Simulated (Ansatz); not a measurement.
B2W2. The state is a singlet with charge 0. Geometry PBE0-D4/def2-TZVP.

```xyz
4

W     0.361    0.181    1.126
W     0.179   -0.661   -0.981
B    -1.258   -0.728    0.400
B     0.718    1.208   -0.545
```

In the def2 sets W takes a core potential; there is no spin–orbit coupling. At PBE0-D4/def2-TZVP the restricted singlet is unstable: a solution with broken spin symmetry lies lower. The geometry of the singlet was relaxed on an unsound state (restricted singlet, unstable towards broken spin symmetry). The structure comes from a short search, and lower isomers may exist.

Problem. Estimate the orbital energies around the gap (eV) in Ansatz with PBE-D4/def2-TZVPD, B97M-V/def2-TZVP, PBE0-D4/def2-TZVP, PBE0-D4/def2-TZVPD, r2SCAN0-D4/def2-TZVP.

Solution. 
| orbital | PBE-D4/def2-TZVPD | B97M-V/def2-TZVP | PBE0-D4/def2-TZVP | PBE0-D4/def2-TZVPD | r2SCAN0-D4/def2-TZVP |
| --- | --- | --- | --- | --- | --- |
| HOMO−5 | -6.83 | -6.97 | -7.74 | -7.75 | -7.84 |
| HOMO−4 | -6.03 | -6.01 | -6.80 | -6.82 | -6.88 |
| HOMO−3 | -6.01 | -5.99 | -6.79 | -6.80 | -6.86 |
| HOMO−2 | -5.41 | -5.26 | -6.02 | -6.03 | -6.09 |
| HOMO−1 | -4.98 | -5.17 | -5.99 | -6.00 | -6.03 |
| HOMO | -4.75 | -4.75 | -5.46 | -5.47 | -5.54 |
| LUMO | -3.51 | -3.36 | -2.73 | -2.76 | -2.68 |
| LUMO+1 | -3.48 | -3.28 | -2.61 | -2.63 | -2.46 |
| LUMO+2 | -2.54 | -2.40 | -1.70 | -1.74 | -1.59 |
| LUMO+3 | -2.50 | -2.31 | -1.62 | -1.68 | -1.51 |
| LUMO+4 | -2.45 | -2.24 | -1.55 | -1.60 | -1.40 |
| LUMO+5 | -1.86 | -1.79 | -1.10 | -1.20 | -0.94 |
